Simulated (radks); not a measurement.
Results of a calculation; reference values are marked as such.
The niobium ion Nb3+, 38 electrons, occupied as [Kr] 4d1 5s1 (not the ground configuration). Code: a radial shooting solver on a logarithmic mesh with Libxc functionals. Model: scalar-relativistic Kohn-Sham, PBE, spin-polarised, spherical densities, finite nucleus; open shells are filled with parallel spins first (spin-orbit coupling, left out, can overturn this in heavy ions); Fermi nuclear charge, rms radius 4.324 fm.

Normalised radial functions P(r) = r R(r), r in bohr:

| r | 4p down | 5s down |
|---|---|---|
| 0.003772 | 0.0049 | 0.0444 |
| 0.004991 | 0.0081 | 0.0549 |
| 0.006604 | 0.0133 | 0.0666 |
| 0.008737 | 0.0218 | 0.0788 |
| 0.01156 | 0.0353 | 0.0897 |
| 0.0153 | 0.0562 | 0.0967 |
| 0.02024 | 0.0873 | 0.0956 |
| 0.02699 | 0.1329 | 0.0805 |
| 0.03572 | 0.1909 | 0.0469 |
| 0.04726 | 0.2574 | -0.0073 |
| 0.06253 | 0.3170 | -0.0758 |
| 0.08273 | 0.3397 | -0.1387 |
| 0.1095 | 0.2836 | -0.1618 |
| 0.1448 | 0.1149 | -0.1095 |
| 0.1932 | -0.1622 | 0.0286 |
| 0.2556 | -0.4318 | 0.1853 |
| 0.3382 | -0.5302 | 0.2479 |
| 0.4475 | -0.3182 | 0.1237 |
| 0.5921 | 0.1746 | -0.1480 |
| 0.7834 | 0.7151 | -0.3727 |
| 1.036 | 1.0077 | -0.3293 |
| 1.382 | 0.9041 | 0.0435 |
| 1.829 | 0.5563 | 0.4968 |
| 2.42 | 0.2330 | 0.7257 |
| 3.202 | 0.0613 | 0.5973 |
| 4.237 | 0.0088 | 0.2980 |
| 5.606 | 0.0006 | 0.0880 |
| 7.418 | 0.0000 | 0.0137 |

4p down: eigenvalue -67.964 eV, 2 radial nodes at r = 0.165, 0.542 bohr, <r> = 1.25 bohr, 90 % of the charge inside 1.85 bohr. 5s down (empty): eigenvalue -26.157 eV, 4 radial nodes at r = 0.0457, 0.184, 0.513, 1.35 bohr, <r> = 2.70 bohr, 90 % of the charge inside 3.84 bohr.
